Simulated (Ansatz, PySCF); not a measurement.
Species: SnI2, net charge 0, singlet state. SMILES: [I][Sn][I]
Geometry: optimised at B3LYP-D3(BJ)/def2-TZVP (Ansatz, an electronic-structure program).

Wanted: atomisation energy (electronic, to ground-state atoms), in kcal/mol. Valence correlation only, unless marked. UHF or UKS for open shells. Spin-orbit coupling is left out. Frozen are the shells of the preceding noble gas and the d and f shells that filled before the atom's block. Past Kr the def2 sets carry scalar-relativistic core potentials. STO-3G rows are all-electron and non-relativistic. The coupled-cluster limit lacks core correlation, which all-electron functionals hold. CBS marks a two-point X^-3 extrapolation of the correlation energy; Hartree-Fock from the larger set.

```
level                                      program  atomisation energy (kcal/mol)  rough core time
----------------------------------  --------------  -----------------------------  ---------------
HF/STO-3G                                   Ansatz                          146.4                -
PBE/def2-TZVPD                              Ansatz                          148.0       under 20 s
PBE-D4/def2-TZVPD                   Ansatz + dftd4                          151.4       under 20 s
r2SCAN-D4/def2-TZVPD                Ansatz + dftd4                          145.1       under 20 s
PBE0-D3(BJ)/def2-TZVP               Ansatz + dftd3                          144.6       under 20 s
PBE0-D3(BJ)/def2-TZVPD              Ansatz + dftd3                          144.7       under 20 s
PBE0-D4/def2-TZVP                   Ansatz + dftd4                          144.5       under 20 s
TPSSh-D4/def2-TZVPD                  PySCF + dftd4                          147.7                -
TPSSh/def2-TZVPD                             PySCF                          143.8                -
CAM-B3LYP/def2-TZVPD                        Ansatz                          133.2       under 20 s
LC-wPBE-D3(BJ)/def2-TZVPD           Ansatz + dftd3                          132.9       under 20 s
wB97M-V/def2-TZVPD                          Ansatz                          135.7             22 s
B2GP-PLYP-D3(BJ)/def2-TZVPD         Ansatz + dftd3                          144.7       under 20 s
B2GP-PLYP-D4/def2-TZVPD             Ansatz + dftd4                          137.4       under 20 s
B2PLYP/def2-TZVPD                           Ansatz                          136.8       under 20 s
MP2/def2-QZVPP                              Ansatz                          141.9                -
CCSD/def2-SVPD                              Ansatz                          118.6                -
CCSD(T)/STO-3G                              Ansatz                          165.7                -
CCSD(T)/def2-SVP                            Ansatz                          119.6       under 20 s
CCSD(T)/def2-QZVPP                          Ansatz                          137.3             60 s
CCSD(T)/CBS(def2-TZVPP,def2-QZVPP)          Ansatz                          142.0             80 s
```

Core times are rough, on shared machines, summed over the molecules involved; a dash marks a level read off another run, or run on other hardware, by another program or under a memory cap.
